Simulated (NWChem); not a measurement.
# C₂H₄O₃Si; SMILES C=C1O[SiH](O)O1

```xyz
10

C      0.3093    -2.5101     0.0000
C      0.0524    -1.1955     0.0000
O     -0.1135    -0.3610     1.1019
Si    -0.4196     0.9228     0.0000
O      0.6133     2.2067     0.0000
O     -0.1135    -0.3610    -1.1019
H      0.4116    -3.0417     0.9530
H      0.4116    -3.0417    -0.9530
H     -1.7781     1.5142     0.0000
H      1.5672     2.0057     0.0000
```
Atoms are numbered in this order, from 1.

Results from NWChem. Pople sets run with spherical d functions. Medium grid unless said otherwise, to which SCAN and Minnesota functionals are sensitive. Structure relaxed at the PBE-D3(BJ)/def2-SVP level.

Question: Order these by “orbital gap (eV)”, lowest first: LC-wPBE (HJS exchange hole, range parameter 0.4 per bohr)/6-31G*; PBE/6-31G*; B3LYP/6-31G*; CAM-B3LYP/6-31G*; MN15-L/6-31G*.

Answer: PBE/6-31G* (4.67), MN15-L/6-31G* (5.55), B3LYP/6-31G* (6.39), CAM-B3LYP/6-31G* (9.28), LC-wPBE (HJS exchange hole, range parameter 0.4 per bohr)/6-31G* (11.95)
